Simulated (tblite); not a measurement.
Species: C₄H₁₁FO₂Si.
Numbering: `[CH3:1][CH2:2][O:3][C@H:4]([CH2:5][F:6])[O:7][SiH3:8]` (hydrogens: H9, H10, H11 on C1; H12, H13 on C2; H14 on C4; H15, H16 on C5; H17, H18, H19 on Si8)

Geometry (GFN2-xTB, Å), atoms numbered from 1 in this order:
```
atom  x, y, z in Å
C1     2.340   -1.003    0.819
C2     1.285   -0.926   -0.270
O3     0.601    0.315   -0.144
C4    -0.519    0.437   -0.955
C5    -0.859    1.926   -1.067
F6    -0.093    2.521   -2.029
O7    -1.604   -0.257   -0.451
Si8   -1.996   -0.388    1.130
H9     3.019   -0.160    0.733
H10    1.867   -0.969    1.797
H11    2.903   -1.928    0.723
H12    0.571   -1.754   -0.177
H13    1.750   -0.977   -1.266
H14   -0.319    0.040   -1.966
H15   -0.650    2.426   -0.118
H16   -1.907    2.044   -1.357
H17   -1.002   -1.142    1.894
H18   -3.236   -1.126    0.951
H19   -2.163    0.930    1.746
```

Calculated harmonic vibrations of the isolated species, GFN2-xTB (tblite), most abundant isotopes, no scaling. Against measured fundamentals such values can be off by several per cent, at times by over 20. Modes of hydrogen on silicon can be 10 to 20 % off. One conformer, not necessarily the lowest.

Harmonic wavenumbers (cm⁻¹): 36.2, 52.9, 77.4, 116.5, 120.9, 152.6, 183.1, 212.7, 256.7, 373.2, 404.8, 487.4, 572.0, 622.8, 701.4, 741.2, 773.3, 804.2, 828.8, 841.4, 866.9, 955.7, 1054.2, 1070.5, 1090.0, 1091.3, 1129.8, 1144.4, 1153.5, 1202.8, 1252.0, 1272.6, 1303.3, 1326.7, 1349.6, 1399.1, 1416.3, 1471.4, 1487.1, 1492.0, 2233.2, 2260.8, 2342.5, 2837.2, 2869.0, 2905.7, 2972.0, 2983.2, 3047.6, 3050.3, 3057.1.

A = 1564, B = 1375, C = 811.7 MHz; mass 138.051 u (most abundant isotopes); point group C1, symmetry number 1.

**Question.** What is the zero-point energy?

**Answer.** ½Σν̃ = 31724 cm⁻¹ = 379.50 kJ/mol.

**Question.** Give the ideal-gas entropy at 298.15 K and 1 bar in the rigid-rotor, harmonic-oscillator model (classical rotation).

**Answer.** Translation 170.31, rotation 123.85, vibration 146.16: S = 440.3 J/(mol K).

**Question.** And Cp and H(298.15 K) − H(0)?

**Answer.** Cp = 166.71 J/(mol K), of which vibrations give 133.45 (their classical limit is 51 R = 424.0); H(298.15 K) − H(0) = 31.46 kJ/mol without the zero-point energy, 21.54 from vibrations.

**Question.** Blend soft modes into free rotors: weight 1/[1 + (100 cm⁻¹/ν̃)⁴] for the oscillator and the rest for a rotor with moment μB/(μ + B), μ = h/(8π²ν), B = 10⁻⁴⁴ kg m². What vibrational entropy results?

**Answer.** 130.97 J/(mol K) in place of 146.16, which changes −T·S at 298.15 K by +4.53 kJ/mol.

**Question.** Which modes carry the vibrational entropy at 298.15 K?

**Answer.** 36.2 cm⁻¹: 22.83; 52.9 cm⁻¹: 19.69; 77.4 cm⁻¹: 16.55; 116.5 cm⁻¹: 13.21; 120.9 cm⁻¹: 12.91; 152.6 cm⁻¹: 11.04 J/(mol K); the other 45 give 49.92 together.

**Question.** What must be added to the electronic energy to get the Gibbs energy at 298.15 K and 1 bar?

**Answer.** ZPE + [H(298.15 K) − H(0)] − T·S = 379.50 + 31.46 − 131.28 = 279.68 kJ/mol.

Hindered rotation and anharmonicity are outside this model. Other conformers, if any are populated, would add a mixing term that is left out. The structure is chiral; the term R ln 2 for an equal mix with its mirror image is left out.
